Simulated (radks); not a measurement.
Nd54+, 6 electrons, occupied as [He] 2s2 2p2. All-electron calculation, Dirac Kohn-Sham, PBE, spin-unpolarised, spherical densities, point nucleus; open shells are shared between the two j in proportion to 2j + 1. Program: a radial shooting solver on a logarithmic mesh with Libxc functionals.

Normalised radial functions P(r) = r R(r) (large component), r in bohr:

```
   r/bohr * 2s1/2 (the largest magnitude, 3.36, reaches the edge; | marks zero)
 0.001115                             |   *
  0.00134                             |   *
 0.001624                             |    *
 0.001967                             |     *
 0.002365                             |      *
 0.002865                             |       *
 0.003472                             |        *
 0.004207                             |         *
 0.005056                             |          *
 0.006127                             |           *
 0.007423                             |            *
 0.008923                             |             *
  0.01081                             |             *
   0.0131                             |             *
  0.01587                             |            *
  0.01908                             |          *
  0.02312                             |      *
  0.02801                             |  *
  0.03367                          *  |
   0.0408                   *         |
  0.04943            *                |
   0.0599      *                      |
    0.072   *                         |
  0.08724  *                          |
   0.1057    *                        |
   0.1271         *                   |
    0.154               *             |
   0.1865                     *       |
    0.226                         *   |
   0.2717                            *|
   0.3292                             *
```

2s1/2: eigenvalue -11499.8 eV, 1 radial node at r = 0.0305 bohr, <r> = 0.0964 bohr, 90 % of the charge inside 0.149 bohr.
